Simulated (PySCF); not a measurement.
C2H7FO2Sn, SMILES C[CH2][Sn]([OH])([OH])[F].

The structure is a stationary point at B3LYP-D3(BJ)/def2-SVP. The structure was generated by enumeration; whether it is a known compound was not checked. The def2 effective core potentials stand for the cores of Sn; spin–orbit coupling is left out. The values are those of a single conformer.

Calculation: TDDFT-CAM-B3LYP/def2-SVPD (PySCF).

Vertical excitations. Isolated molecule, no solvent.

```json
[
 {"state": "S1", "energy (eV)": "6.20", "λ (nm)": "200", "f": "0.119", "main pairs": "HOMO→LUMO 68 %"},
 {"state": "S2", "energy (eV)": "6.46", "λ (nm)": "192", "f": "0.037", "main pairs": "HOMO−1→LUMO 63 %, HOMO−2→LUMO 24 %"},
 {"state": "S3", "energy (eV)": "7.04", "λ (nm)": "176", "f": "0.234", "main pairs": "HOMO−2→LUMO 52 %, HOMO→LUMO 20 %, HOMO−1→LUMO 16 %"},
 {"state": "S4", "energy (eV)": "7.30", "λ (nm)": "170", "f": "0.115", "main pairs": "HOMO−3→LUMO 78 %"},
 {"state": "S5", "energy (eV)": "7.86", "λ (nm)": "158", "f": "0.078", "main pairs": "HOMO−4→LUMO 62 %"},
 {"state": "S6", "energy (eV)": "7.90", "λ (nm)": "157", "f": "0.042", "main pairs": "HOMO→LUMO+1 59 %, HOMO→LUMO+3 14 %, HOMO→LUMO+2 13 %"},
 {"state": "S7", "energy (eV)": "8.19", "λ (nm)": "151", "f": "0.009", "main pairs": "HOMO−6→LUMO 30 %, HOMO→LUMO+2 25 %, HOMO−4→LUMO 10 %, HOMO−5→LUMO 6 %"},
 {"state": "S8", "energy (eV)": "8.27", "λ (nm)": "150", "f": "0.005", "main pairs": "HOMO−7→LUMO 53 %, HOMO→LUMO+2 11 %"},
 {"state": "S9", "energy (eV)": "8.33", "λ (nm)": "149", "f": "0.043", "main pairs": "HOMO−6→LUMO 31 %, HOMO→LUMO+2 22 %, HOMO→LUMO+1 15 %"},
 {"state": "S10", "energy (eV)": "8.42", "λ (nm)": "147", "f": "0.002", "main pairs": "HOMO−5→LUMO 69 %"},
 {"state": "T1", "energy (eV)": "5.36", "λ (nm)": "231", "f": "0", "main pairs": "HOMO→LUMO 86 %"},
 {"state": "T2", "energy (eV)": "5.89", "λ (nm)": "210", "f": "0", "main pairs": "HOMO−1→LUMO 84 %"},
 {"state": "T3", "energy (eV)": "6.02", "λ (nm)": "206", "f": "0", "main pairs": "HOMO−2→LUMO 84 %"},
 {"state": "T4", "energy (eV)": "6.42", "λ (nm)": "193", "f": "0", "main pairs": "HOMO−3→LUMO 79 %"}
]
```
Triplets are in the Tamm–Dancoff approximation, which puts them higher than full response would, so one can lie above its singlet here.
